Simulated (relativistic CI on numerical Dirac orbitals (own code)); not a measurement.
## Ni²⁺ in a cubic cluster: 3p photoemission with charge transfer

Computed with a charge-transfer multiplet model of a cubic metal-ligand cluster with up to 2 ligand holes, Slater and spin-orbit integrals from Dirac-Coulomb-Breit ions, Slater integrals scaled by 0.9. The ground state mixes d8 with configurations of k ligand holes L, whose averages lie at kΔ + k(k − 1)U_dd/2; a core hole lowers each added d electron by U_cd. 300 K, Lorentzian 0.9 eV and Gaussian 0.8 eV FWHM.

Atomic integrals in eV (Slater integrals scaled, ζ unscaled), ground: F2dd 10.953, F4dd 6.797, zeta_d 0.080; with the core hole: F2dd 11.950, F4dd 7.462, zeta_d 0.088, zeta_core 1.457, F2cd 12.854, G1cd 15.878, G3cd 9.674.

Cluster parameters (eV): U_dd = 7.1, U_cd = 8.6, 10Dq = 1.45, 10Dq(ligand) = 0.4, V(eg) = 1.6, V(t2g) = -0.84, final-state hopping factor = 0.9.

Weights, n_d and S are thermal averages at 300 K. Binding energies count from the first peak over 30 % of the highest in each spectrum, which can be another peak from case to case. The parameters are a model scan and need not match a compound or its usual spin state. Peaks in eV (height, largest 100): 0.0 (100), 5.3 (66), 7.3 (39), 10.9 (42), 14.0 (33), 18.0 (18), 21.4 (20), 23.3 (19).

(1) Which parameters give this spectrum?
A. Δ = 2.5 eV
B. Δ = 0.5 eV
C. Δ = 3.5 eV
D. Δ = 5.5 eV
E. Δ = 6.5 eV

Results:

(1) A. Δ = 2.5 eV; the ground state then has 8.17 d electrons and S = 1.00. The choice follows from running the model for each set and comparing peak positions and heights.
